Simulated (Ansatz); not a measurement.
Consider the redistribution: `NB(S)S` + `[CH3][SnH]([F])[SH]` → `SB(S)S` + `[CH3][SnH]([NH2])[F]`.

Isolated molecules relaxed with PBE0-D4/def2-TZVP in Ansatz; ΔE leaves out vibrations. CCSD(T)/CBS adds triple-zeta CCSD(T) − MP2 to the extrapolated MP2 energy (def2 sets, frozen cores). This one scheme is used for every species. DFT in def2-TZVPP. Elements past krypton have def2 core potentials. For Sn outer-core shells are correlated without core-valence functions, which leaves a few kJ/mol of doubt a bond. One conformer a species, not always the lowest.

`NB(S)S`:

Cartesian coordinates in Å:
```
N -0.244 0.100 1.215
B 0.019 -0.179 -0.129
S 0.078 -1.923 -0.659
S 0.306 1.108 -1.384
H -0.296 1.031 1.586
H -0.398 -0.620 1.899
H 0.354 -1.692 -1.950
H 0.181 2.175 -0.579
```

`[CH3][SnH]([F])[SH]`:

Cartesian coordinates in Å:
```
C 1.011 0.877 -0.187
Sn -0.175 -0.746 0.490
F -1.033 -0.052 2.072
S -1.907 -1.322 -1.049
H 1.512 0.611 -1.118
H 0.363 1.738 -0.353
H 1.752 1.124 0.573
H 0.579 -2.184 0.999
H -2.101 -0.047 -1.426
```

`SB(S)S`:

Cartesian coordinates in Å:
```
S -1.143 -1.739 0.293
B -0.245 -0.180 0.138
S -0.858 1.162 1.175
S 1.145 -0.094 -1.004
H -0.413 -2.436 -0.593
H 0.021 2.100 0.794
H 1.493 1.187 -0.802
```

`[CH3][SnH]([NH2])[F]`:

Cartesian coordinates in Å:
```
C -0.586 1.486 0.161
Sn -0.343 -0.617 0.280
N 1.317 -1.231 -0.651
F -0.009 -0.928 2.156
H 0.363 1.965 0.401
H -0.898 1.781 -0.841
H -1.337 1.804 0.883
H -1.652 -1.655 -0.060
H 1.881 -0.537 -1.116
H 1.264 -2.068 -1.211
```

(1) Is it downhill or uphill in electronic energy at CCSD(T)/CBS, and by how much? (Best estimate.)

(2) What do these levels give: BHLYP-D4, ωB97M-V, HF/def2-TZVPP, MP2/def2-TZVPP, CCSD(T)/def2-TZVPP, MP2/CBS(def2)? (Best estimate.)

Largest T1 diagnostic among the species: 0.013.

Answers

(1) The calculation gave: Uphill: ΔE = +99.6 kJ/mol.

(2) The calculation gave: BHLYP-D4 110.6, ωB97M-V 105.3, HF/def2-TZVPP 116.8, MP2/def2-TZVPP 96.0, CCSD(T)/def2-TZVPP 97.9, MP2/CBS(def2) 97.7 kJ/mol.

From BLYP to BHLYP (50 % exact exchange), in def2-TZVPP and without D4, ΔE moves by +7.3 kJ/mol. In def2-TZVPP, CCSD(T) changes the Hartree–Fock value by −18.9 kJ/mol (the triples alone add −3.3 kJ/mol) and MP2 by −20.8 kJ/mol. Leaving LDA and LC-ωPBE aside and taking each functional with its dispersion term where it has one, the values, not all of them listed here, spread over 13.4 kJ/mol, from revPBE-D4 to BHLYP-D4. LDA lies +3.3 kJ/mol from PBE without D4.
